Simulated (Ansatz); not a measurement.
```tsv
atom	x (Å)	y (Å)	z (Å)
C	-0.0063	-0.0479	-0.6762
N	0.0275	-0.1259	0.6835
H	0.0302	0.9156	1.1040
H	0.0020	-1.0252	-1.2173
H	-0.0718	0.8510	-1.2373
```

Basis set: cc-pVDZ (spherical functions). Frozen core: 2 orbitals. Charge 0, multiplicity 1.

Computed with Ansatz (development build ahead of 0.2.0); each method stands on the lowest determinant of its kind that the runs found. Restricted open shells among the atoms or ions are ROHF, correlated in semicanonical orbitals with singles.

The atomization energy at this shape (free ground-state atoms in the same class of orbitals less the molecule, no zero-point energy) of singlet CH3N:

| method | atomization energy |
| --- | --- |
| RHF | 279.84 kcal/mol |

(1) What does RHF-MP2 give?

Answers

(1) 396.17 kcal/mol. Caution: the shape is not the minimum.
